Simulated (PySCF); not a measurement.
BFH4O3Si, SMILES OB(O)O[SiH2]F. The structure is a stationary point at PBE0-D3(BJ)/def2-SVP. This is a generated structure with no PubChem entry under its InChIKey; it may be hypothetical. The values are those of a single conformer.

Computed equilibrium geometry at PBE0-D3(BJ)/def2-SVP (PySCF confirms it by a frequency run) as a Z-matrix (one conformer of several):
```
O
B 1 1.3866
O 2 1.3540 1 119.03
H 3 0.9615 2 111.20 1 -1.44
O 2 1.3579 3 117.77 4 179.01
H 5 0.9603 2 114.23 3 178.30
Si 1 1.6423 2 137.51 3 167.25
F 7 1.6168 1 109.18 2 -91.22
H 7 1.4790 8 108.30 1 118.43
H 7 1.4906 9 113.31 8 -118.54
```
